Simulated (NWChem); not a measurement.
System: SiHOF, singlet; SMILES [Si](O)F

```xyz
4

Si     0.6240     0.0017     0.0000
F     -0.4315    -1.2591     0.0000
O     -0.4337     1.2762     0.0000
H     -1.3841     1.0985     0.0000
```
Atoms are numbered in this order, from 1.

All runs: NWChem. Pople sets run with spherical d functions. Low-valent species are run as closed-shell singlets; no triplet was tried in these runs. The geometry was optimised at PBE0/def2-SVP.

### Question
Estimate the computed values for BP86/6-31G*. Quantities: highest occupied level (eV); orbital gap (eV); dipole (D).

### Answer
* **highest occupied level (eV)**: -6.55
* **orbital gap (eV)**: 4.27
* **dipole (D)**: 1.20
